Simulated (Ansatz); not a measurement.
Geometry optimisation, Ansatz 0.2.0, UHF/def2-SVP.

The input (input.yaml):

```yaml
crystal:
  periodic: [false, false, false]
  atoms:
    - { symbol: Ti, position_ang: [-0.049177, 0.010128, -0.193076] }
    - { symbol: Cl, position_ang: [-0.039448, -0.028821, 2.205206] }
    - { symbol: F, position_ang: [1.72035, -0.027043, -0.679096] }
    - { symbol: F, position_ang: [-0.832085, 1.609262, -0.543035] }
    - { symbol: F, position_ang: [-0.791047, -1.591304, -0.615098] }
    - { symbol: Si, position_ang: [-0.001613, 0.006582, 5.480662] }
    - { symbol: H, position_ang: [-0.787031, -1.216408, 5.60294] }
    - { symbol: H, position_ang: [1.450605, -0.06096, 5.598615] }
    - { symbol: H, position_ang: [-0.668655, 1.298565, 5.596882] }
magnetization:
  spin_polarized: true
  initial_magnetization: 1
basis:
  gaussian: { orbitals: def2-SVP }
hamiltonian:
  xc: hf
relax:
  f_tol: 0.03
  max_steps: 50
output:
  orbitals: {}
```

Run as:

```bash
$ ansatz run input.yaml --threads 4 --pin off --max-ram 5120MiB --backend cpu --events-out ev --progress --plain --runs-dir out
```

**Question.** Where does it end, and by what steps?

**Answer.** The run converged. After 31 steps the energy has fallen by 2.887 eV; F4 moved furthest, 2.40 Å. Joined: Cl2–Si6 (3.28 → 2.17 Å).

| step | energy less start (eV) | largest force component (eV/Å) | accepted |
| --- | --- | --- | --- |
| 0 | 0.0000 | 2.495 | yes |
| 2 | -1.5029 | 2.537 | yes |
| 4 | -2.2008 | 2.764 | yes |
| 6 | -2.4564 | 0.084 | yes |
| 8 | -2.4623 | 0.052 | yes |
| 10 | -2.4666 | 0.043 | yes |
| 12 | -2.4776 | 0.530 | yes |
| 14 | -2.5167 | 0.252 | yes |
| 16 | -2.5461 | 0.288 | yes |
| 18 | -2.5810 | 0.134 | yes |
| 20 | -2.6378 | 0.456 | yes |
| 22 | -2.7152 | 0.319 | yes |
| 24 | -2.7768 | 0.351 | yes |
| 26 | -2.8485 | 0.493 | yes |
| 28 | -2.8774 | 0.127 | yes |
| 30 | -2.8870 | 0.048 | yes |
| 31 | -2.8871 | 0.023 | yes |

```xyz
9
Properties=species:S:1:pos:R:3
Ti 0.238 -0.129 0.542
Cl 0.028 -1.499 2.793
F 1.930 -0.373 0.026
F 0.037 1.322 1.675
F -1.256 -0.519 -0.356
Si -0.209 0.117 4.217
H -0.323 -0.636 5.476
H 1.016 0.914 4.186
H -1.459 0.803 3.896
```

Whether the end is a true minimum wasn't checked by a vibrational analysis.

Run time: 2.7 min on 4 threads of Arm Neoverse V1 (shared host), peak memory 0.67 GiB.
